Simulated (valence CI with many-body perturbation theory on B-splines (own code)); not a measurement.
**Which ion has this spectrum?**

A relativistic CI+MBPT calculation for an atom or ion with 31 electrons gives these levels (eV):

```tsv
J	Parity	E	g
1/2	odd	0.00	0.66
1/2	even	109.91	2.15
3/2	odd	139.26	1.33
3/2	even	234.26	1.65
5/2	even	243.63	1.35
3/2	even	256.67	0.99
1/2	even	259.08	1.25
3/2	even	318.38	0.81
5/2	even	344.93	1.22
3/2	odd	366.44	1.32
5/2	even	381.31	1.41
1/2	even	398.21	1.92
3/2	even	401.97	1.20
3/2	odd	404.87	0.50
```

The energies are calculated, and their last digits are not significant.

(1) Which is it?
A. Os45+
B. Ir46+
C. Tl50+
D. Au48+

Answers

(1) D. Au48+, ground level (4s^2 4p1/2) J=1/2.
